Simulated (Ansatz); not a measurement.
Diatomic NaRu, multiplicity 4 (lowest of 2S+1 = 2, 4, 6 at CCSD(T)/def2-TZVPP on PBE0 minima; our sources give no spin for the ground state, which may be another). No spin–orbit coupling. The T1 diagnostic near the minimum is 0.052, so single-reference values are doubtful.

Seven points along R, fitted to fifth degree in 1/R; most abundant isotopes. In def2 and cc sets the state is the lowest found near the PBE0 minimum, followed along R.

Programs: Ansatz (Gaussian basis) for Hartree–Fock, density functionals and correlated methods.  In def2 rows elements past Kr take small-core potentials, without spin–orbit coupling.

Energies at SVWN5/def2-TZVPP:

```json
[
 {"R (Å)": "2.595852", "E (hartree)": "-256.09137702"},
 {"R (Å)": "2.665633", "E (hartree)": "-256.09173304"},
 {"R (Å)": "2.729831", "E (hartree)": "-256.09153628"},
 {"R (Å)": "2.802404", "E (hartree)": "-256.09082105"},
 {"R (Å)": "2.874976", "E (hartree)": "-256.08968449"},
 {"R (Å)": "2.958713", "E (hartree)": "-256.08796518"},
 {"R (Å)": "3.056406", "E (hartree)": "-256.08554936"}
]
```

Question: With a reduced mass of 18.7579 u, find the minimum, the force constant and the constants.

Answer: A fifth-degree polynomial in 1/R puts the minimum at r_e = 2.6705 Å with force constant 52.0 N/m. Then ω_e = (1/2πc)√(k/μ) = 217 cm⁻¹ and B_e = h/(8π²cμr_e²) = 0.1260 cm⁻¹; the cubic and quartic terms give α_e = 0.00071 and ω_e x_e = 0.80 cm⁻¹.

Ansatz is a first-principles code.
